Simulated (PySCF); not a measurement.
Species: C5H9BO3.
Structure used (PBE0-D3(BJ)/def2-SVP), in Å, numbered top down from 1:
```
atom  x, y, z in Å
C1     2.0541   -0.2968   -1.2512
C2     1.2887   -0.0355    0.0129
O3     1.6466   -0.4348    1.0945
C4     0.0250    0.8274   -0.0974
C5    -1.0310    0.4317    0.9215
C6    -1.7087   -0.8518    0.4847
O7    -2.1704   -0.7669   -0.8504
B8    -1.5636    0.0588   -1.7353
O9    -0.4845    0.8305   -1.4136
H10    2.9793   -0.8356   -1.0139
H11    2.2771    0.6509   -1.7651
H12    1.4414   -0.8834   -1.9523
H13    0.3748    1.8555    0.1144
H14   -0.5469    0.2977    1.8989
H15   -1.7742    1.2403    1.0089
H16   -1.0116   -1.7039    0.5693
H17   -2.5759   -1.0772    1.1238
H18   -1.9845    0.1154   -2.8627
```

Level: PBE0/pcSseg-1 and CAM-B3LYP/def2-SVPD in PySCF, non-relativistic, on one gas-phase PBE0-D3(BJ)/def2-SVP geometry that isn't relaxed in the solvent. The solvent is an IEF-PCM continuum (van der Waals radii × 1.2). The model holds no explicit solvent molecules, cavitation or dispersion.

Gas phase at PBE0/pcSseg-1: HOMO -7.47 eV, LUMO -0.83 eV, dipole 0.89 D.

What does the continuum do to the energy, the frontier levels and the dipole at PBE0/pcSseg-1 in chloroform?

```
   solvent      ε  E(solvent) − E(gas) (kJ/mol)  polarisation term (kJ/mol)  distortion of the solute (kJ/mol)  HOMO (eV)  LUMO (eV)  dipole (D)
chloroform  4.711                        -20.69                      -22.51                               1.82      -7.43      -0.72        1.08
```

Polarisation term: ½ Σ q·V over the induced surface charges. Distortion: the rise of the solute's own energy as its density leaves the gas-phase optimum.

Give the dipole vector in the frame of the coordinates (D, pointing from negative to positive charge), gas and chloroform.

Gas (0.18, 0.80, 0.35), solvent (0.19, 0.99, 0.38). Its length changes by +21 % and its direction by 3°.

Which IAO charges (PBE0/pcSseg-1) respond most in chloroform (means over atoms taken as equivalent)?

```
atoms             environment  gas (e)  solvent (e)  change
   O3           ketone oxygen   -0.414       -0.442  -0.028
   C2  ketone carbonyl carbon   +0.381       +0.393  +0.012
  H13        methine hydrogen   +0.166       +0.178  +0.012
   O7      boron-bound oxygen   -0.397       -0.406  -0.009
  H15      methylene hydrogen   +0.143       +0.150  +0.007
  H17      methylene hydrogen   +0.154       +0.160  +0.006
```

Gas phase at CAM-B3LYP/def2-SVPD: HOMO -8.99 eV, LUMO 0.19 eV, dipole 0.89 D.

What does the continuum do to the energy, the frontier levels and the dipole at CAM-B3LYP/def2-SVPD in chloroform?

```
   solvent      ε  E(solvent) − E(gas) (kJ/mol)  polarisation term (kJ/mol)  distortion of the solute (kJ/mol)  HOMO (eV)  LUMO (eV)  dipole (D)
chloroform  4.711                        -21.41                      -23.68                               2.27      -8.95       0.31        1.12
```

How does the static polarisability (CAM-B3LYP/def2-SVPD, frozen core, with the continuum's full static response) change?

```json
{"medium": "gas", "isotropic (au)": "77.7", "principal values (au)": "67.4, 81.4, 84.4", "⟨r²⟩ of the electrons (bohr²)": "1100.1"}
{"medium": "chloroform", "isotropic (au)": "94.5", "principal values (au)": "83.0, 96.1, 104.4", "⟨r²⟩ of the electrons (bohr²)": "1100.5"}
```

The isotropic value in chloroform is 1.22 times the gas-phase one; no cavity-field correction is applied. ⟨r²⟩ is taken about the centre of nuclear charge.
